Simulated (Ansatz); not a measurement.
Isolated molecules relaxed with PBE0-D4/def2-TZVP in Ansatz; ΔE leaves out vibrations. CBS: MP2 limit from def2 TZ/QZ plus the TZ coupled-cluster correction, frozen cores. This one scheme is used for every species. DFT in def2-TZVPP. Elements past krypton have def2 core potentials. For I, Sn outer-core shells are correlated without core-valence functions, which leaves a few kJ/mol of doubt a bond.

`[CH3][SnH3]` + HI → `[SnH3][I]` + CH₄  (ligand exchange at the Sn–C bond)

`[CH3][SnH3]`:

Z-matrix (Å, degrees):
```
C
Sn 1 2.140
H 1 1.090 2 110.0
H 1 1.090 2 110.0 3 -120.0
H 1 1.090 2 110.0 3 120.0
H 2 1.709 1 110.1 3 -59.7
H 2 1.709 1 110.1 3 -179.7
H 2 1.709 1 110.1 3 60.3
```

HI:

```xyz
2

I    -0.321    0.320    0.665
H     0.321   -0.320   -0.665
```

`[SnH3][I]`:

```xyz
5

Sn   -0.238    0.002    0.020
I     2.437   -0.019   -0.209
H    -0.831   -1.259   -0.955
H    -0.771    1.524   -0.520
H    -0.598   -0.248    1.664
```

CH₄:

Z-matrix (Å, degrees):
```
C
H 1 1.090
H 1 1.090 2 109.5
H 1 1.090 2 109.5 3 -120.0
H 1 1.090 2 109.5 3 120.0
```

CCSD(T)/CBS gives -138.2 kJ/mol.

Problem. Another level gave -135.3 kJ/mol. Which?
A. HF/def2-TZVPP
B. revPBE/def2-TZVPP
C. CCSD/def2-TZVPP
D. r2SCAN0-D4/def2-TZVPP

Solution. B. revPBE -135.3, CCSD/def2-TZVPP -126.7, r2SCAN0-D4 -142.7, HF/def2-TZVPP -152.4 kJ/mol.

Largest T1 diagnostic among the species: 0.012.

In def2-TZVPP, CCSD(T) changes the Hartree–Fock value by +27.4 kJ/mol (the triples alone add +1.7 kJ/mol) and MP2 by +19.8 kJ/mol. Leaving LDA and LC-ωPBE aside and taking each functional with its dispersion term where it has one, the values, not all of them listed here, spread over 15.5 kJ/mol, from BHLYP-D4 to revPBE-D4. LDA lies +7.2 kJ/mol from PBE without D4.
